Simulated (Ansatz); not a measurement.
Cost and result up the ladder for `CCCCCC[Si](OC)(OC)OC` (35 atoms). Total charge 0; singlet. Geometry: PBE-D4/def2-SVP.

```xyz
35

C    -4.394   -0.583   -0.771
C    -3.222    0.396   -0.687
C    -2.876    0.801    0.751
C    -1.760    1.850    0.873
C    -0.416    1.460    0.238
C     0.213    0.177    0.809
Si    1.826   -0.278   -0.017
O     2.997    0.910    0.057
C     3.880    1.138    1.137
O     2.550   -1.629    0.669
C     1.915   -2.880    0.842
O     1.460   -0.497   -1.631
C     2.433   -0.645   -2.651
H    -4.622   -0.864   -1.819
H    -5.317   -0.148   -0.332
H    -4.177   -1.519   -0.214
H    -2.330   -0.054   -1.175
H    -3.453    1.312   -1.277
H    -3.791    1.195    1.247
H    -2.602   -0.111    1.329
H    -2.106    2.800    0.408
H    -1.600    2.080    1.950
H    -0.536    1.341   -0.860
H     0.300    2.300    0.363
H     0.388    0.275    1.904
H    -0.479   -0.687    0.692
H     3.388    1.710    1.958
H     4.740    1.740    0.776
H     4.270    0.188    1.564
H     2.661   -3.612    1.215
H     1.495   -3.275   -0.112
H     1.085   -2.833    1.585
H     3.199    0.160   -2.607
H     1.924   -0.594   -3.636
H     2.959   -1.624   -2.582
```

Ansatz on 4 threads of Arm Neoverse V1 on a shared host. Times are rough, and most runs start from the orbitals of an earlier one. PBE0-D4/def2-TZVP serves as the yardstick here, not as an exact answer. Differences are given only for rows in sets of like size (and for xTB, whose basis is part of the method), since another set adds its own error. Binding counts from free atoms at the same level (C triplet, Si triplet, O triplet, H doublet; other spins of the atoms weren't run), without zero-point energy or a counterpoise term.

B3LYP takes the VWN-RPA correlation. Correlated methods freeze 17 core orbitals. The rows differ in basis, and correlated rows in double-zeta sets carry the largest basis error.

Correlated methods converge slowly with the basis, most of all in double-zeta sets.

```json
{"level": "HF/STO-3G", "functions": "91", "wall time": "1 s", "binding energy per atom (eV)": "3.73", "difference from PBE0-D4/def2-TZVP (eV)": "–"}
{"level": "HF/6-31G", "functions": "165", "wall time": "3.2 s", "binding energy per atom (eV)": "2.88", "difference from PBE0-D4/def2-TZVP (eV)": "–"}
{"level": "B3LYP-D4/6-31G", "functions": "165", "wall time": "6.5 s", "binding energy per atom (eV)": "4.02", "difference from PBE0-D4/def2-TZVP (eV)": "–"}
{"level": "PBE-D4/def2-SVP", "functions": "296", "wall time": "7.5 s", "binding energy per atom (eV)": "4.27", "difference from PBE0-D4/def2-TZVP (eV)": "–"}
{"level": "PBE-D4/def2-TZVP", "functions": "541", "wall time": "15 s", "binding energy per atom (eV)": "4.24", "difference from PBE0-D4/def2-TZVP (eV)": "0.06"}
{"level": "PBE0-D4/def2-SVP", "functions": "296", "wall time": "16 s", "binding energy per atom (eV)": "4.21", "difference from PBE0-D4/def2-TZVP (eV)": "–"}
{"level": "MP2/def2-SVP", "functions": "296", "wall time": "17 s", "binding energy per atom (eV)": "4.03", "difference from PBE0-D4/def2-TZVP (eV)": "–"}
{"level": "r2SCAN-D4/def2-TZVP (with forces)", "functions": "541", "wall time": "34 s", "binding energy per atom (eV)": "4.18", "difference from PBE0-D4/def2-TZVP (eV)": "-0.01"}
{"level": "PBE0-D4/def2-TZVP (with forces)", "functions": "541", "wall time": "63 s", "binding energy per atom (eV)": "4.18", "difference from PBE0-D4/def2-TZVP (eV)": "0.00"}
```
